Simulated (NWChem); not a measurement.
# SiNH$_{3}$Cl$_{2}$; SMILES N[SiH](Cl)Cl

```xyz
7

Si     0.3041     0.4375    -0.0057
N      1.8863    -0.1791     0.1287
Cl    -0.8036    -0.3412    -1.5743
Cl    -0.7033    -0.0493     1.7206
H      0.3535     1.9031    -0.1997
H      2.6101     0.1365    -0.5078
H      2.0474    -1.1300     0.4423
```
Atoms are numbered in this order, from 1.

Computed with NWChem. All runs use the structure optimised with PBE0/def2-SVP. Level: M05-2X/def2-SVP with SMD (1 M gas to 1 M solution), gas-phase geometry. Reactions with the solvent are ignored.

```json
[
 {"solvent": "water", "dielectric constant": "78.4", "solvation free energy (kcal/mol)": "-2.6", "cavity-dispersion-structure term (kcal/mol)": "2.6", "dipole in solution (D)": "3.22"},
 {"solvent": "1,4-dioxane", "dielectric constant": "2.21", "solvation free energy (kcal/mol)": "-3.2", "cavity-dispersion-structure term (kcal/mol)": "-0.4", "dipole in solution (D)": "2.91"},
 {"solvent": "1-octanol", "dielectric constant": "9.86", "solvation free energy (kcal/mol)": "-5.6", "cavity-dispersion-structure term (kcal/mol)": "-0.8", "dipole in solution (D)": "3.15"},
 {"solvent": "dichloromethane", "dielectric constant": "8.93", "solvation free energy (kcal/mol)": "-5.9", "cavity-dispersion-structure term (kcal/mol)": "-1.2", "dipole in solution (D)": "3.14"},
 {"solvent": "cyclohexane", "dielectric constant": "2.02", "solvation free energy (kcal/mol)": "-3.5", "cavity-dispersion-structure term (kcal/mol)": "-1.0", "dipole in solution (D)": "2.88"},
 {"solvent": "anisole", "dielectric constant": "4.22", "solvation free energy (kcal/mol)": "-4.7", "cavity-dispersion-structure term (kcal/mol)": "-0.8", "dipole in solution (D)": "3.05"},
 {"solvent": "diethyl ether", "dielectric constant": "4.24", "solvation free energy (kcal/mol)": "-5.4", "cavity-dispersion-structure term (kcal/mol)": "-1.4", "dipole in solution (D)": "3.05"}
]
```
